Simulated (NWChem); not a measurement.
Correlation energy of HIn

```xyz
2

In     0.0000     0.0000     0.0373
H      0.0000     0.0000    -1.8257
```
Charge 0, spin multiplicity 1.

The numbers come from NWChem runs, not from measurements. Structure: optimised with PBE0/def2-SVP with def2 effective core potentials on In, a minimum by its harmonic frequencies.

Basis set: def2-SVP. Each correlation energy counts from its own Hartree-Fock reference.

Effective core potentials replace the inner electrons of In; spin-orbit coupling is left out. The correlated methods keep 4 core orbitals frozen. The structure started from a generated list of species. Coupled-cluster values serve here as a point of comparison, not as the truth.

```json
[
 {"method": "CCSD", "correlation energy (mHa)": "___"},
 {"method": "CCSD(T)", "correlation energy (mHa)": "-93.6"},
 {"method": "SCS-MP2", "correlation energy (mHa)": "___"},
 {"method": "CR-CCSD(T)", "correlation energy (mHa)": "-93.3"},
 {"method": "CCSDT", "correlation energy (mHa)": "___"},
 {"method": "CCSD+T(CCSD)", "correlation energy (mHa)": "-93.7"},
 {"method": "MP2", "correlation energy (mHa)": "___"},
 {"method": "CR-CCSD[T]", "correlation energy (mHa)": "-93.4"}
]
```

Question: Complete the blanks.

Answer: 
- CCSD, correlation energy (mHa): -91.2
- SCS-MP2, correlation energy (mHa): -75.7
- CCSDT, correlation energy (mHa): -93.9
- MP2, correlation energy (mHa): -71.3
